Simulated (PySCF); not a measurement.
Species: C5H12O2Si.
Bonds: C1–C2 (double), C2–O3, O3–Si4, Si4–O5, O5–C6, C6–C7, C6–C8. Hydrogens: H9, H10 on C1; H11 on C2; H12, H13 on Si4; H14 on C6; H15, H16, H17 on C7; H18, H19, H20 on C8.

Computed by this run: PBE0-D3(BJ)/def2-SVP geometry optimisation, gas phase in PySCF; density fitting, grid level 1; the optimiser is geomeTRIC in internal coordinates, started from a GFN2-xTB structure with every atom displaced at random (about 0.01 Å).

The end geometry, which sets the zero of energy:
```
atom  x, y, z in Å
C1      3.8783   -0.5623   -0.1946
C2      2.7999   -1.1418    0.3407
O3      1.5186   -0.9544   -0.0230
Si4     0.8904    0.1744   -1.0985
O5     -0.7444    0.0154   -1.0411
C6     -1.5441    0.2208    0.1190
C7     -2.1310    1.6195    0.0832
C8     -2.5995   -0.8656    0.1498
H9      3.8182    0.1502   -1.0224
H10     4.8676   -0.8040    0.1950
H11     2.8902   -1.8602    1.1635
H12     1.3059   -0.1247   -2.4914
H13     1.3559    1.5211   -0.6526
H14    -0.9111    0.1177    1.0216
H15    -2.7541    1.8075    0.9704
H16    -2.7540    1.7446   -0.8158
H17    -1.3344    2.3783    0.0569
H18    -3.2212   -0.8117   -0.7571
H19    -2.1250   -1.8567    0.1829
H20    -3.2507   -0.7573    1.0300
```

**Question.** These geometries come from the run, each turned onto the end geometry. Order them by energy, lowest first.
A.
```
atom  x, y, z in Å
C1      3.9509   -0.7389   -0.2880
C2      2.8470   -1.0748    0.3822
O3      1.5704   -0.7002    0.1171
Si4     0.9734    0.2917   -1.0102
O5     -0.6543    0.1061   -0.9175
C6     -1.5520    0.2522    0.1691
C7     -2.2169    1.6098    0.0921
C8     -2.5463   -0.8843    0.0871
H9      3.8637   -0.0529   -1.1220
H10     4.8982   -1.0778    0.0001
H11     2.8987   -1.7361    1.2505
H12     1.1817   -0.1665   -2.3585
H13     1.3747    1.6620   -0.7390
H14    -1.0117    0.1732    1.1243
H15    -2.9266    1.7261    0.9176
H16    -2.7678    1.7105   -0.8396
H17    -1.4775    2.4111    0.1290
H18    -3.1197   -0.8230   -0.8376
H19    -2.0465   -1.8530    0.1303
H20    -3.2839   -0.8246    0.9294
```
B.
```
atom  x, y, z in Å
C1      3.8802   -0.5818   -0.2111
C2      2.7988   -1.1016    0.3767
O3      1.5136   -0.8580    0.0640
Si4     0.8971    0.1876   -1.0980
O5     -0.7376    0.0378   -1.0359
C6     -1.5471    0.2166    0.1215
C7     -2.1350    1.6154    0.1108
C8     -2.6017   -0.8708    0.1208
H9      3.8143    0.1237   -1.0442
H10     4.8733   -0.8651    0.1387
H11     2.8895   -1.8100    1.2079
H12     1.3227   -0.2183   -2.4609
H13     1.3659    1.5643   -0.7605
H14    -0.9204    0.0951    1.0257
H15    -2.7743    1.7804    0.9912
H16    -2.7418    1.7627   -0.7958
H17    -1.3392    2.3755    0.1184
H18    -3.2340   -0.7841   -0.7764
H19    -2.1258   -1.8617    0.1120
H20    -3.2434   -0.7969    1.0114
```
C.
```
atom  x, y, z in Å
C1      3.9091   -0.6321   -0.2352
C2      2.8252   -1.0968    0.3849
O3      1.5443   -0.8140    0.0848
Si4     0.9088    0.2179   -1.0935
O5     -0.7255    0.0719   -1.0056
C6     -1.5576    0.2316    0.1341
C7     -2.1783    1.6155    0.1167
C8     -2.5967   -0.8721    0.1145
H9      3.8638    0.0620   -1.0764
H10     4.9047   -0.9522    0.1080
H11     2.8995   -1.7825    1.2351
H12     1.3289   -0.2098   -2.4504
H13     1.3773    1.6023   -0.7844
H14    -0.9542    0.1192    1.0549
H15    -2.8482    1.7599    0.9764
H16    -2.7660    1.7481   -0.8067
H17    -1.4066    2.3995    0.1437
H18    -3.2219   -0.7893   -0.7900
H19    -2.1071   -1.8577    0.1064
H20    -3.2440   -0.8107    0.9991
```
D.
```
atom  x, y, z in Å
C1      3.9036   -0.6170   -0.2234
C2      2.8099   -1.0932    0.3791
O3      1.5273   -0.8229    0.0787
Si4     0.9023    0.2111   -1.0940
O5     -0.7301    0.0617   -1.0169
C6     -1.5535    0.2258    0.1285
C7     -2.1618    1.6161    0.1139
C8     -2.5958   -0.8748    0.1166
H9      3.8525    0.0757   -1.0681
H10     4.8915   -0.9223    0.1271
H11     2.8856   -1.7891    1.2223
H12     1.3196   -0.2133   -2.4535
H13     1.3715    1.5927   -0.7785
H14    -0.9363    0.1110    1.0401
H15    -2.8183    1.7677    0.9838
H16    -2.7579    1.7563   -0.8014
H17    -1.3795    2.3897    0.1336
H18    -3.2255   -0.7913   -0.7825
H19    -2.1087   -1.8603    0.1049
H20    -3.2410   -0.8129    1.0060
```

**Answer.** B (0.003 eV), D (0.006 eV), C (0.013 eV), A (0.262 eV).

In the order of the answer:

```
step  E above end (eV)  largest force (eV/Å)  rms force component (eV/Å)  rms distance from end (Å)  rms bond change (Å)  bond most changed (Å)
   5             0.003                  0.04                       0.011                      0.061                0.000          Si4–O5 -0.001
   2             0.006                  0.13                       0.035                      0.083                0.001           O5–C6 -0.004
   1             0.013                  0.57                       0.115                      0.096                0.004          C1–H10 +0.010
   0             0.262                  2.40                       0.615                      0.174                0.024          O3–Si4 -0.065
```

What follows is the cost of the whole optimisation. Time: 4.9 min; peak memory 0.73 GiB. Hardware: one thread of an Arm Neoverse N1 (shared host).
